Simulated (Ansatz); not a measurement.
[GeMe3]- (C3H9Ge⁻), 13 atoms. Hardware: 2 threads of Arm Neoverse V1 on a shared host.

Correlated methods freeze 12 core orbitals; core or outer-core shells of Ge are correlated, in sets that lack core-valence functions.

Problem. How many basis functions does each of these Ansatz runs have, and roughly what does it cost? B97M-V/def2-TZVPD, charge -1 singlet, energy, from earlier orbitals; PBE0-D4/def2-TZVPD, charge 0 doublet at the geometry of the charge -1 singlet, energy, from earlier orbitals; r2SCAN0-D4/def2-TZVPD, charge 0 doublet at the geometry of the charge -1 singlet, energy, from earlier orbitals; HSE06-D4/def2-TZVPD, charge 0 doublet at the geometry of the charge -1 singlet, energy, from earlier orbitals; PBE-D4/def2-TZVPD, charge -1 triplet at the geometry of the charge -1 singlet, energy, from earlier orbitals; PBE-D4/def2-TZVPD, charge -1 singlet, energy and forces, from earlier orbitals; PBE-D4/def2-TZVPD, charge 0 doublet at the geometry of the charge -1 singlet, energy, from earlier orbitals; PBE with 5 % exact exchange/def2-TZVPD, charge -1 singlet, energy, from earlier orbitals; PBE0-D4/def2-TZVPD, charge -1 singlet, energy, from earlier orbitals; PBE0-D4/def2-SVP, charge -1 singlet, energy with a search over starts; LC-ωPBE/def2-TZVPD, charge 0 doublet at the geometry of the charge -1 singlet, energy, from earlier orbitals; MP2/def2-TZVPD, charge -1 singlet, energy, from earlier orbitals.

Solution. Other jobs shared the machine, so times can vary by a factor of up to 3. A dash marks memory too small to be measured apart from the calling script's.

| run | functions | fitting or Cholesky vectors | wall time | peak host memory (GiB) |
| --- | --- | --- | --- | --- |
| PBE0-D4/def2-SVP, charge -1 singlet, energy with a search over starts | 119 | 1386 | 3.5 s | – |
| PBE-D4/def2-TZVPD, charge -1 singlet, energy and forces, from earlier orbitals | 246 | 1354 | 6 s | – |
| PBE with 5 % exact exchange/def2-TZVPD, charge -1 singlet, energy, from earlier orbitals | 246 | 1354 | 6.5 s | 0.65 |
| PBE0-D4/def2-TZVPD, charge -1 singlet, energy, from earlier orbitals | 246 | 1407 | 7 s | 0.67 |
| MP2/def2-TZVPD, charge -1 singlet, energy, from earlier orbitals | 246 | 1718 | 8 s | 0.74 |
| PBE-D4/def2-TZVPD, charge 0 doublet at the geometry of the charge -1 singlet, energy, from earlier orbitals | 246 | 1354 | 8.5 s | – |
| LC-ωPBE/def2-TZVPD, charge 0 doublet at the geometry of the charge -1 singlet, energy, from earlier orbitals | 246 | 1354 | 12 s | 0.72 |
| PBE0-D4/def2-TZVPD, charge 0 doublet at the geometry of the charge -1 singlet, energy, from earlier orbitals | 246 | 1407 | 15 s | 0.9 |
| HSE06-D4/def2-TZVPD, charge 0 doublet at the geometry of the charge -1 singlet, energy, from earlier orbitals | 246 | 1407 | 16 s | 0.98 |
| B97M-V/def2-TZVPD, charge -1 singlet, energy, from earlier orbitals | 246 | 1354 | 20 s | – |
| r2SCAN0-D4/def2-TZVPD, charge 0 doublet at the geometry of the charge -1 singlet, energy, from earlier orbitals | 246 | 1407 | 23 s | 0.96 |
| PBE-D4/def2-TZVPD, charge -1 triplet at the geometry of the charge -1 singlet, energy, from earlier orbitals | 246 | 1354 | 33 s | 0.78 |
